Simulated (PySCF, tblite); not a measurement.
Parent: `[CH3:1]/[CH:2]=[CH:3]\[SiH2:4][Cl:5]` with C2–C3–Si4–Cl5 -64°, C3H7ClSi.

Structures optimised with GFN2-xTB, isolated species. One conformer each, not checked by frequencies here.

```csv
coordinate of the parent,value
C1–C2,1.489 Å
C2=C3,1.329 Å
C3–Si4,1.881 Å
Si4–Cl5,2.028 Å
C1–C2–C3,125.9°
C2–C3–Si4,127.2°
C3–Si4–Cl5,110.0°
```

Problem. How does the shared frame change in `[O:1]=[CH:2][O:3][CH2:4]/[CH:5]=[CH:6]\[SiH2:7][Cl:8]` with O1–C2–O3–C4 -1°, C2–O3–C4–C5 -76°, O3–C4–C5–C6 107°, C5–C6–Si7–Cl8 -125°, C4H7ClO2Si? Atoms pair as C1 = C4, C2 = C5, C3 = C6, Si4 = Si7, Cl5 = Cl8 (parent first).

Solution. 
| parent | relative | value in the relative | change |
| --- | --- | --- | --- |
| C1–C2 | C4–C5 | 1.498 Å | +0.009 |
| C2=C3 | C5=C6 | 1.325 Å | -0.004 |
| C3–Si4 | C6–Si7 | 1.890 Å | +0.009 |
| Si4–Cl5 | Si7–Cl8 | 2.010 Å | -0.018 |
| C1–C2–C3 | C4–C5–C6 | 125.3° | -0.6 |
| C2–C3–Si4 | C5–C6–Si7 | 129.7° | +2.5 |
| C3–Si4–Cl5 | C6–Si7–Cl8 | 106.3° | -3.7 |

Of the parent's bonds, Si4–Cl5 changes most (-0.018 Å). Bonds of the relative outside the shared frame: O1=C2 1.196, C2–O3 1.317, O3–C4 1.441 Å. Point group C1 → C1.

Problem. How does the shared frame change in `[N:1]#[C:2][CH2:3]/[CH:4]=[CH:5]\[SiH2:6][Cl:7]` with C2–C3–C4–C5 -107°, C4–C5–Si6–Cl7 180°, C4H6ClNSi? Atoms pair as C1 = C3, C2 = C4, C3 = C5, Si4 = Si6, Cl5 = Cl7 (parent first).

Solution. 
```csv
parent,relative,value in the relative,change
C1–C2,C3–C4,1.502 Å,+0.013
C2=C3,C4=C5,1.326 Å,-0.003
C3–Si4,C5–Si6,1.885 Å,+0.004
Si4–Cl5,Si6–Cl7,2.016 Å,-0.012
C1–C2–C3,C3–C4–C5,124.6°,-1.3
C2–C3–Si4,C4–C5–Si6,126.6°,-0.6
C3–Si4–Cl5,C5–Si6–Cl7,107.1°,-2.9
```

Of the parent's bonds, C1–C2 and Si4–Cl5 change most and about equally (-0.012 to +0.013 Å). Bonds of the relative outside the shared frame: N1≡C2 1.143, C2–C3 1.443 Å. Point group C1 → C1.

Problem. How does the shared frame change in `[H]/[N:1]=[CH:2]\[CH2:3]/[CH:4]=[CH:5]\[SiH2:6][Cl:7]` with N1–C2–C3–C4 117°, C2–C3–C4–C5 102°, C4–C5–Si6–Cl7 -62°, C4H8ClNSi? Atoms pair as C1 = C3, C2 = C4, C3 = C5, Si4 = Si6, Cl5 = Cl7 (parent first).

Solution. 
```json
{"parent": "C1–C2", "relative": "C3–C4", "value in the relative": "1.495 Å", "change": "+0.006"}
{"parent": "C2=C3", "relative": "C4=C5", "value in the relative": "1.329 Å", "change": "0.000"}
{"parent": "C3–Si4", "relative": "C5–Si6", "value in the relative": "1.883 Å", "change": "+0.002"}
{"parent": "Si4–Cl5", "relative": "Si6–Cl7", "value in the relative": "2.026 Å", "change": "-0.002"}
{"parent": "C1–C2–C3", "relative": "C3–C4–C5", "value in the relative": "125.4°", "change": "-0.5"}
{"parent": "C2–C3–Si4", "relative": "C4–C5–Si6", "value in the relative": "127.2°", "change": "0.0"}
{"parent": "C3–Si4–Cl5", "relative": "C5–Si6–Cl7", "value in the relative": "110.3°", "change": "+0.3"}
```

Of the parent's bonds, C1–C2 changes most (+0.006 Å). Bonds of the relative outside the shared frame: N1=C2 1.250, C2–C3 1.510 Å. Point group C1 → C1.

All values are computed, not measured.
